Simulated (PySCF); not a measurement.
**Computed properties of Ti(OH)3(NH2) (H₅NO₃Ti), SMILES [NH2][Ti]([OH])([OH])[OH], multiplicity 1**

Ti(OH)3(NH2) (H5NO3Ti), SMILES [NH2][Ti]([OH])([OH])[OH], multiplicity 1. The structure is a stationary point at B3LYP-D3(BJ)/def2-SVP. The multiplicity is an assumed one; no other spin state was optimised. The structure was generated by enumeration; whether it is a known compound was not checked. One conformer was computed; it need not be the lowest. All values are computed for the isolated molecule unless a solvent is named; none is compared with measurement here.

**Structure.** All 24 harmonic modes at B3LYP-D3(BJ)/def2-SVP (PySCF) are real, so it is a minimum. With heavy atoms numbered as in [Ti:1]([OH:2])([OH:4])([OH:6])[NH2:8], the shortest bond between them is Ti1–O4 at 1.798 Å and the longest Ti1–N8 at 1.880 Å.

**Vibrations.** The strongest infrared lines (harmonic, unscaled, degenerate partners summed) lie at 801 cm⁻¹ (239 km/mol, O 52 %, Ti 38 %, H 9 %), 386 cm⁻¹ (237 km/mol, H 79 %, N 17 %), 746 cm⁻¹ (226 km/mol, O 42 %, Ti 32 %, N 18 %). The softest mode is at 145 cm⁻¹ and the zero-point energy is 39.6 kcal/mol.

**Electronic structure.** CAM-B3LYP/def2-TZVP (PySCF) places the frontier levels at -8.85 and 0.08 eV, a gap of 8.93 eV, and gives a dipole moment of 1.61 D and a mean polarisability of 53.4 bohr³. PBE/def2-TZVP (PySCF) at the same geometry gives -5.96 and -2.04 eV, so its gap is 5.01 eV narrower. An orbital gap is neither the optical nor the fundamental gap.

**Excitations.** TDA-M06-2X/def2-SVPD (PySCF) has S1 at 4.94 eV (251 nm, f = 0.001, dark); the most intense of the 10 singlets computed lies at 6.52 eV (f = 0.07). T1 (TDA) is at 4.71 eV, 0.23 eV under S1. TDA-PBE/def2-SVPD (PySCF) puts S1 at 3.92 eV. No vertical singlet excitation falls in the visible range (under 3.1 eV).

**NMR.** GIAO shifts at B3LYP/pcSseg-1 (PySCF) (non-relativistic, atoms alike by connectivity averaged): ¹H from 6.3 to 7.6 ppm against TMS.
